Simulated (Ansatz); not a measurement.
Computed with Ansatz on PBE0-D4/def2-TZVP structures; ΔE is electronic, products minus reactants. CCSD(T)/CBS is the MP2 limit (def2-TZVPP, def2-QZVPP) plus CCSD(T) − MP2 in def2-TZVPP, frozen cores. Functionals use def2-TZVPP. B3LYP here is the variant with VWN-RPA as its local correlation; programs differ in this. For Ge outer-core shells are correlated without core-valence functions, which leaves a few kJ/mol of doubt a bond. Scalar relativity is left out up to krypton. Each species was taken in one conformer, which may not be the lowest.

Consider the redistribution: `CO[Si](F)(F)SC` + `F[SiH2][GeH3]` → `CO[Si](F)(F)F` + `CS[SiH2][GeH3]`.

```csv
level,ΔE (kJ/mol),difference from CCSD(T)/CBS
PBE0-D4,-27.6,2.3
B3LYP-D4,-23.1,6.8
ωB97X-V,-22.7,7.2
B2PLYP,-26.3,3.6
PBE,-23.3,6.6
PBE0,-27.6,2.3
MP2/def2-TZVPP,-32.3,-2.4
CCSD/def2-TZVPP,-31.8,-1.9
SCS-MP2/def2-QZVPP,-29.4,0.5
CCSD/CBS(def2),-30.1,-0.2
CCSD(T)/CBS,-29.9,0
```

Largest T1 diagnostic among the species: 0.012.

From PBE to PBE0 (25 % exact exchange), in def2-TZVPP and without D4, ΔE moves by −4.3 kJ/mol.
